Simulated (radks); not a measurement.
Isoelectronic series with 39 electrons, all held in the configuration [Kr] 4d1 5s2, which need not be the ground one along the series. All-electron calculation, non-relativistic Kohn-Sham, PBE, spin-polarised, spherical densities, point nucleus; open shells are filled with parallel spins first (spin-orbit coupling, left out, can overturn this in heavy ions). Program: a radial shooting solver on a logarithmic mesh with Libxc functionals. Total energies (hartree) and mean radii <r> (bohr) (* marks an orbital that is empty in some or all of the ions):

ion    E (hartree)  4d down*  5s down  5s up   4d up  4p down
Zr+    -3540.16704     1.992    3.382  3.335   1.969    1.360
Nb2+   -3753.96445     1.691    2.938  2.909   1.680    1.271
Mo3+   -3974.49746     1.499    2.626  2.606   1.492    1.194
Tc4+   -4201.74872     1.358    2.388  2.374   1.354    1.126
Ru5+   -4435.70599     1.249    2.199  2.188   1.245    1.066
Rh6+   -4676.36003     1.159    2.044  2.035   1.157    1.013
Pd7+   -4923.70360     1.084    1.913  1.905   1.082   0.9659
Ag8+   -5177.73087     1.020    1.800  1.794   1.018   0.9230
Cd9+   -5438.43704    0.9640    1.702  1.697  0.9625   0.8841
In10+  -5705.81810    0.9147    1.616  1.611  0.9135   0.8486
Sn11+  -5979.87067    0.8709    1.538  1.535  0.8699   0.8160
Sb12+  -6260.59186    0.8316    1.469  1.466  0.8307   0.7860
Te13+  -6547.97917    0.7961    1.407  1.404  0.7952   0.7582
I14+   -6842.03043    0.7638    1.350  1.347  0.7630   0.7325
Xe15+  -7142.74376    0.7342    1.298  1.295  0.7335   0.7086
Cs16+   -7450.1175    0.7070    1.250  1.248  0.7064   0.6862
